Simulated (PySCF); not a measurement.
Geometry (Å), atoms numbered from 1 in this order:
```xyz
18

N    -5.0641   -0.5600    0.2212
C    -3.9223   -0.4077    0.3429
C    -2.4966   -0.1850    0.4578
Si   -1.8385    1.0390   -0.8609
Si    0.4719    1.2437   -0.5245
Si    1.4411   -0.8916   -0.6292
Si    3.7535   -0.7384   -0.2798
H    -1.9624   -1.1439    0.3548
H    -2.2635    0.2098    1.4604
H    -2.1113    0.4660   -2.2126
H    -2.5660    2.3345   -0.7152
H     0.7331    1.8285    0.8301
H     1.0839    2.1388   -1.5554
H     1.1404   -1.5059   -1.9612
H     0.8132   -1.7525    0.4255
H     4.0020   -0.1552    1.0742
H     4.3430    0.1687   -1.3115
H     4.4128   -2.0769   -0.3669
```

Geometry: PBE0-D3(BJ)/def2-SVP; GIAO shifts from PySCF, gas phase, non-relativistic, averaged over equivalent atoms.

At wB97X-D/pcSseg-1 (202 basis functions, 46 s wall time on 1 thread of an Arm Neoverse V2, shared host):
| atoms | δ (ppm) |
| --- | --- |
| N1 | 301.1 |
| C2 | 123.4 |
| C3 | -3.3 |
| Si4 | -58.8 |
| Si7 | -102.0 |
| Si5 | -113.8 |
| Si6 | -117.9 |
| H10/H11 | 4.24 |
| H16/H17/H18 | 3.67 |
| H14/H15 | 3.33 |
| H12/H13 | 3.33 |
| H8/H9 | 1.38 |

Shifts are taken against calculated references (same method and geometry level): NH3 for $^{15}$N (σ = 263.98 ppm); TMS for $^{13}$C (σ = 184.54 ppm) and $^{29}$Si (σ = 352.93 ppm) and $^{1}$H (σ = 31.38 ppm).

Task: Estimate the result of repeating the calculation with PBE0/pcSseg-1.

Result: 
```csv
atoms,δ at PBE0/pcSseg-1,change
N1,303.5,+2.4
C2,122.0,-1.4
C3,-2.9,+0.4
Si4,-59.1,-0.3
Si7,-102.6,-0.6
Si5,-113.3,+0.5
Si6,-117.7,+0.2
H10/H11,4.30,+0.06
H16/H17/H18,3.71,+0.04
H14/H15,3.39,+0.06
H12/H13,3.38,+0.05
H8/H9,1.47,+0.09
```

Referencing at the same level of theory: NH3 for $^{15}$N (σ = 265.67 ppm); TMS for $^{13}$C (σ = 184.41 ppm), $^{29}$Si (σ = 351.99 ppm), $^{1}$H (σ = 31.27 ppm).

The largest change is at N1 (nitrile nitrogen). Cost: 202 basis functions, 35 s wall time on 1 thread of an Arm Neoverse V2, shared host.

Experimental scales use liquid or dissolved standards, which lie at an offset from isolated NH3 (liquid NH3: subtract about 20 ppm). Unscaled 15N shifts of sp2 nitrogen come out 20 to 40 ppm too high even then.
